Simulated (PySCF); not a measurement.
Mo(NH)Me4, C₄H₁₃MoN (singlet state).
Bonds: Mo1–N2, Mo1–C4, Mo1–C8, Mo1–C12, Mo1–C16. Hydrogens: H3 on N2; H5, H6, H7 on C4; H9, H10, H11 on C8; H13, H14, H15 on C12; H17, H18, H19 on C16.

Computed with PBE0-D3(BJ)/def2-SVP geometry optimisation, gas phase, def2 core potentials past Kr (PySCF).

(1) What internal coordinates does the optimisation give?

Results:

(1) 
```json
{"bond": "Mo1–N2", "length (bohr)": "3.209"}
{"bond": "Mo1–C4", "length (bohr)": "4.013"}
{"bond": "Mo1–C8", "length (bohr)": "3.978"}
{"bond": "Mo1–C12", "length (bohr)": "4.141"}
{"bond": "Mo1–C16", "length (bohr)": "4.103"}
{"bond": "N2–H3", "length (bohr)": "1.918"}
{"bond": "C4–H5 and 9 like bonds", "length (bohr)": "2.079"}
{"bond": "C4–H6, C8–H9", "length (bohr)": "2.105"}
```

Bonds in one row agree within 0.02 bohr and their mean is given. A selection of angles:
```json
{"angle": "N2–Mo1–C4", "degrees": "117.4"}
{"angle": "N2–Mo1–C8", "degrees": "108.8"}
{"angle": "N2–Mo1–C12", "degrees": "103.1"}
{"angle": "N2–Mo1–C16", "degrees": "98.4"}
{"angle": "C4–Mo1–C8", "degrees": "106.3"}
{"angle": "C4–Mo1–C12", "degrees": "135.0"}
{"angle": "C4–Mo1–C16", "degrees": "81.7"}
{"angle": "C8–Mo1–C12", "degrees": "76.0"}
{"angle": "C8–Mo1–C16", "degrees": "142.9"}
{"angle": "C12–Mo1–C16", "degrees": "73.5"}
{"angle": "Mo1–N2–H3", "degrees": "173.5"}
{"angle": "Mo1–C4–H5", "degrees": "115.9"}
{"angle": "Mo1–C4–H6", "degrees": "102.4"}
{"angle": "Mo1–C4–H7", "degrees": "113.3"}
{"angle": "H5–C4–H6", "degrees": "107.4"}
{"angle": "H5–C4–H7", "degrees": "108.9"}
{"angle": "Mo1–C8–H9", "degrees": "96.7"}
{"angle": "Mo1–C8–H10", "degrees": "117.0"}
{"angle": "Mo1–C12–H13", "degrees": "105.4"}
{"angle": "Mo1–C12–H14", "degrees": "112.3"}
{"angle": "Mo1–C16–H17", "degrees": "107.2"}
{"angle": "Mo1–C16–H18", "degrees": "109.3"}
```

The C–Mo distances run from 2.105 Å (Mo1–C8) to 2.191 Å (Mo1–C12), a spread of 0.086 Å. Mo1 (molybdenum bonded to 4 C and N) has τ5 = (β − α)/60° = 0.13 from the two widest angles, 142.9° and 135.0° (0 for a square pyramid, 1 for a trigonal bipyramid). Of the pairs four or more bonds apart, H15···H19 is among the closest relative to their van der Waals radii: 2.05 Å, 85 % of the sum of Bondi's values.

Point group: C1 (no symmetry element, even within 0.4 Å). PBE0-D3(BJ)/def2-SVP frequencies: not computed here.
